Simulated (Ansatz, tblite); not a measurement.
Removing an electron: Ag₃⁻. Total charge -1; singlet. Geometry: PBE-D4/def2-TZVPD. Ansatz, gas phase; energy differences of separate SCF runs; the oxidised species was run as a doublet alone.

```xyz
3

Ag    0.266    1.188   -2.359
Ag   -0.269   -1.181    2.362
Ag    0.003   -0.007   -0.003
```

In the def2 sets Ag takes a core potential; there is no spin–orbit coupling. The xTB rows come from tblite. The structure comes from a short search, and lower isomers may exist.

(1) Estimate orbital energies and vertical ionisation energies at: GFN1-xTB; GFN2-xTB; PBE-D4/def2-TZVPD; r2SCAN-D4/def2-TZVPD; PBE0-D4/def2-TZVPD.

Results:

(1) 
| level | −HOMO (eV) | vertical IE (eV) | −LUMO (eV) | HOMO–LUMO gap (eV) |
| --- | --- | --- | --- | --- |
| GFN1-xTB | 0.94 | 4.51 | -0.36 | 1.31 |
| GFN2-xTB | 2.23 | 6.03 | 0.36 | 1.86 |
| PBE-D4/def2-TZVPD | 0.27 | 2.35 | -1.46 | 1.73 |
| r2SCAN-D4/def2-TZVPD | 0.34 | 2.25 | -1.59 | 1.92 |
| PBE0-D4/def2-TZVPD | 0.68 | 2.13 | -2.06 | 2.74 |

Run but left out: HF/def2-TZVPD, MP2/def2-TZVPD, CCSD/def2-TZVPD, CCSD(T)/def2-TZVPD (singlet: restricted singlet, unstable towards broken spin symmetry).  Raw xTB energy differences between charge states are shifted by several eV; the methods need an empirical correction for them.
